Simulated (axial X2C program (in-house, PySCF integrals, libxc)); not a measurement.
# Spectroscopic constants of GeS⁺

All values were computed with an in-house all-electron X2C program for linear molecules (integrals from PySCF). Spin-free means the one-electron spin-free X2C Hamiltonian; two-component (2c) means X2C with spin–orbit coupling and atomic mean-field two-electron Coulomb and Gaunt terms, so the difference of the two also holds small scalar two-electron terms. Basis: Ge dyall-cv3z [9s9p7d4f1g], S dyall-av3z [9s8p3d2f] (cores contracted in-house); Gaussian nuclei, density fitting, unrestricted open shells. Masses: Ge 73.921 u, S 31.972 u.

The run was started with this input:
```json
{"zs": [32, 16], "q": 1, "bas": ["dyall-cv3z", "dyall-av3z"], "levels": ["PBE0", "HF", "LDA"], "cc": true, "r0": 2.05, "thr": -1.0, "nmax": 90, "npts": 10, "nst": 2, "ntry": 6}
```
```bash
python so2c.py task.json out
```

Keys: zs atomic numbers; q charge; bas basis sets; levels methods; cc coupled cluster on or off; r0 starting distance in Å; thr threshold in hartree for freezing inner shells (an s shell follows its p shell); nmax most natural virtual spinors; npts points on the curve; nst determinants followed; ntry starts of the search. HF also brings MP2.

State, spin-free: M_S = 1/2, Λ = 1 (beyond evenly filled blocks: π+α, π+β, π-α); electrons by block: σα: 12, σβ: 12, π+α: 5, π+β: 5, π-α: 5, π-β: 4, δ+α: 1, δ+β: 1, δ-α: 1, δ-β: 1. Fragments: Ge+ + S.

State, 2c: Ω = 3/2 (⟨Sz⟩ = 0.50, ⟨Lz⟩ = 1.00 at PBE0); electrons by block: 1/2: 17, -1/2: 17, 3/2: 6, -3/2: 5, 5/2: 1, -5/2: 1. Fragments: Ge+ + S.

```
Hamiltonian    level  Re (Å)  ωe (cm⁻¹)  Be (cm⁻¹)  αe (cm⁻¹)  De (eV)  D0 (eV)  μ (D)
  spin-free     PBE0   2.167      456.5     0.1609   0.000675     3.54     3.52  -0.81
  spin-free       HF   2.158      473.4     0.1622   0.000658     1.93     1.90  -1.19
  spin-free      MP2   2.171      461.5     0.1603   0.000688     3.34     3.31    n/a
  spin-free     CCSD   2.173      457.9     0.1599   0.000673     3.18     3.16    n/a
  spin-free  CCSD(T)   2.183      447.4     0.1585    0.00069     3.36     3.33    n/a
  spin-free      LDA   2.163      448.8     0.1614   0.000698     4.52     4.49  -0.46
         2c     PBE0   2.167      455.9     0.1608   0.000678      n/a      n/a  -0.79
         2c       HF   2.158      473.1     0.1622   0.000662      n/a      n/a  -1.18
         2c      MP2   2.171      460.8     0.1602   0.000672     3.22     3.19    n/a
         2c     CCSD   2.173      457.6     0.1599   0.000675     3.08     3.05    n/a
         2c  CCSD(T)   2.183      447.1     0.1585   0.000692     3.24     3.21    n/a
         2c      LDA   2.163      448.2     0.1614     0.0007      n/a      n/a  -0.45
```

Correlated methods: 9 electrons correlated (number of frozen shells: Ge 3 s, 2 p, 1 d; S 2 s, 1 p), 235 virtual spin orbitals or spinors in MP2, 90 natural virtuals in coupled cluster.

Dipoles are positive if S is the positive end and refer to the centre of mass.

Occupations by symmetry block were frozen at the best pattern of an incomplete PBE0 search. Dissociation energies refer to the lowest single-determinant-based atoms at the same level and basis. De is not given where an atomic determinant may have missed its ground term or J level, or where the truncated virtual space spoils (T). Density functionals use the spin component along the axis (collinear). CCSD and (T) use frozen natural virtuals with an MP2 correction for the truncation; (T) itself is uncorrected, so its De runs slightly low. Without a current term, density functionals place determinants with orbital angular momentum somewhat too high. At some level and bond length an empty orbital lies below a filled one. Some points did not converge and are left out. The determinant is spin-polarised beyond a pure state at some levels (its spin-free form has ⟨S²⟩ too high), which makes Re and μ there less reliable. The stretched end of a curve changes character and is left out. With the outer-core shells frozen, correlated bond lengths of heavy atoms tend to come out a few hundredths of an ångström too long.

Rough cost a point (2c) on 1 thread(s) of a shared host, integrals apart: PBE0 0.6 s, HF 0.9 s, CCSD(T) 4 s, LDA 0.22 s.

The whole task took 2 min on 1 thread of Arm Neoverse V1, on a shared host.
